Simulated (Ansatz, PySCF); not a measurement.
Breaking a bond: H3BrSi, SMILES [SiH3]Br. The Si1–Br5 bond (Si1 also carries H, H, H; Br5 carries nothing else) is pulled apart rigidly from the PBE0/def2-TZVP optimised geometry.

RKS-PBE = restricted PBE/cc-pVDZ run with Ansatz (a quantum-chemistry and plane-wave program); UKS-PBE = Ansatz with unrestricted PBE/cc-pVDZ; RKS-r2SCAN = PySCF 2.14.0 with restricted r2SCAN/cc-pVDZ; UCCSD(T) = CCSD(T) on UHF/cc-pVDZ, 14 core orbitals frozen in PySCF.

Energies relative to the lowest point of each curve near equilibrium, in kcal/mol; the last columns give the difference from UCCSD(T):

| R / Å | RKS-PBE | UKS-PBE | RKS-r2SCAN | UCCSD(T) | RKS-PBE − UCCSD(T) | UKS-PBE − UCCSD(T) | RKS-r2SCAN − UCCSD(T) |
|---|---|---|---|---|---|---|---|
| 1.76 | 87.1 | 87.1 | 85.3 | 90.4 | -3.3 | -3.3 | -5.0 |
| 1.89 | 38.1 | 38.1 | 36.7 | 39.4 | -1.3 | -1.3 | -2.7 |
| 1.99 | 17.1 | 17.1 | 16.1 | 17.6 | -0.5 | -0.5 | -1.5 |
| 2.08 | 6.4 | 6.4 | 5.8 | 6.5 | -0.1 | -0.1 | -0.7 |
| 2.15 | 2.0 | 2.0 | 1.7 | 1.9 | 0.0 | 0.0 | -0.3 |
| 2.22 | 0.0 | 0.0 | 0.0 | 0.0 | 0.0 | 0.0 | 0.0 |
| 2.30 | 0.0 | 0.0 | 0.4 | 0.2 | -0.2 | -0.2 | 0.2 |
| 2.33 | 0.5 | 0.5 | 1.0 | 0.7 | -0.3 | -0.3 | 0.2 |
| 2.42 | 3.1 | 3.1 | 4.0 | 3.7 | -0.6 | -0.6 | 0.3 |
| 2.59 | 11.2 | 11.2 | 12.8 | 12.6 | -1.4 | -1.4 | 0.2 |
| 2.76 | 21.2 | 21.2 | 23.5 | 23.5 | -2.2 | -2.2 | 0.1 |
| 2.97 | 33.9 | 33.9 | 37.0 | 37.1 | -3.2 | -3.2 | -0.1 |
| 3.32 | 52.8 | 52.8 | 57.1 | 58.5 | -5.7 | -5.7 | -1.5 |
| 3.69 | 68.3 | 68.3 | 73.7 | 74.9 | -6.5 | -6.6 | -1.2 |
| 4.04 | 79.1 | 77.1 | 85.2 | 82.0 | -3.0 | -5.0 | 3.2 |
| 4.44 | 87.6 | 82.4 | — | 84.6 | 3.0 | -2.2 | — |
| 4.85 | 93.3 | 85.4 | — | 85.4 | 7.8 | -0.1 | — |
| 5.48 | 98.2 | 87.6 | — | 85.8 | 12.4 | 1.8 | — |
| 5.94 | 100.1 | 88.4 | — | 85.9 | 14.2 | 2.5 | — |
| 6.63 | 101.6 | 88.9 | — | 85.9 | 15.7 | 3.0 | — |
| 7.68 | 102.4 | 89.2 | — | 85.9 | 16.5 | 3.2 | — |

RKS-PBE is furthest from UCCSD(T) at 7.68 (16.5 kcal/mol, above); its mean absolute difference over the points is 4.7 kcal/mol.

UKS-PBE is furthest from UCCSD(T) at 3.69 (-6.6 kcal/mol, below); its mean absolute difference over the points is 2.0 kcal/mol.

RKS-r2SCAN is furthest from UCCSD(T) at 1.76 (-5.0 kcal/mol, below); its mean absolute difference over the points is 1.1 kcal/mol.

A dash means that the run gave no value there, or that the column was ended at a point which the program doubted or which failed a test of continuity chosen for this set; such a test can also cut sound points.

The restricted form behind RKS-PBE, RKS-r2SCAN keeps the bonding electrons paired and can't separate into open-shell fragments. The unrestricted determinant behind UKS-PBE is spin-contaminated at 3.69 to 7.68 Å (<S²> up to 0.9, against 0.00 for a pure singlet). The unrestricted determinant behind UCCSD(T) is spin-contaminated at 3.32 to 7.68 Å (<S²> up to 1.0, against 0.00 for a pure singlet).
